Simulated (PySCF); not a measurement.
This script is equivalent to a calculation on Mo⁺ (molybdenum, charge +1).

```python
from pyscf import gto, scf, dft, mp, cc
import basis_set_exchange as bse
txt = bse.get_basis("def2-SVP", elements=["Mo"], fmt="nwchem", header=False)
cut = txt.index("\nECP")
mol = gto.M(atom="Mo 0 0 0", charge=1, spin=5, symmetry="D2h",
            basis=gto.basis.parse(txt[:cut]),
            ecp={"Mo": gto.basis.parse_ecp(txt[cut:])})
mf = dft.UKS(mol, xc="PBE")
mf.irrep_nelec = {'Ag': (3, 1), 'B1g': (1, 0), 'B2g': (1, 0), 'B3g': (1, 0), 'B1u': (1, 1), 'B2u': (1, 1), 'B3u': (1, 1)}
mf.kernel()
```

(1) What total energy does it give?

(2) Which occupied shell lies highest, and where?

(3) What is ⟨S²⟩, and what would a pure spin state give?

Energies and moments cover only the electrons outside the core potential.

Answers

(1) -67.824 hartree (calculated).

(2) 4d α, at -11.341 eV.

(3) 8.750, against 8.75.
